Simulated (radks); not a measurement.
Values are calculated unless marked as measured or tabulated.
The nuclear charge of the gallium ion Ga+ is varied continuously with 30 electrons held in [Ar] 3d10 4s2. Code: a radial shooting solver on a logarithmic mesh with Libxc functionals. Model: scalar-relativistic Kohn-Sham, PBE, spin-polarised, spherical densities, finite nucleus; Fermi nuclear charge, rms radius 3.9973 fm. By the Hellmann-Feynman theorem dE/dZ = E(electron-nucleus)/Z, the electronic potential at the nucleus (averaged over a nucleus of fixed radius). The scalar-relativistic energy here is not variational (the density holds large components alone), so the two differ by a part that grows with Z.

| Z | E (hartree) | E(electron-nucleus)/Z (hartree) | HOMO | e(HOMO) (eV) | <r> HOMO (bohr) |
|---|---|---|---|---|---|
| 30.6 | -1883.84679 | -148.196 | 4s | -11.857 | 2.364 |
| 30.8 | -1913.65135 | -149.504 | 4s | -14.042 | 2.287 |
| 31 | -1943.71818 | -150.810 | 4s | -16.332 | 2.217 |
| 31.2 | -1974.04704 | -152.116 | 4s | -18.723 | 2.153 |
| 31.4 | -2004.63778 | -153.421 | 4s | -21.213 | 2.094 |
| 31.6 | -2035.49023 | -154.725 | 4s | -23.799 | 2.040 |
| 31.8 | -2066.60430 | -156.028 | 4s | -26.478 | 1.989 |
| 32 | -2097.97990 | -157.331 | 4s | -29.250 | 1.941 |

The central difference of E at Z = 31 is -150.989 hartree, to compare with the third column; the second derivative is -6.55 hartree.
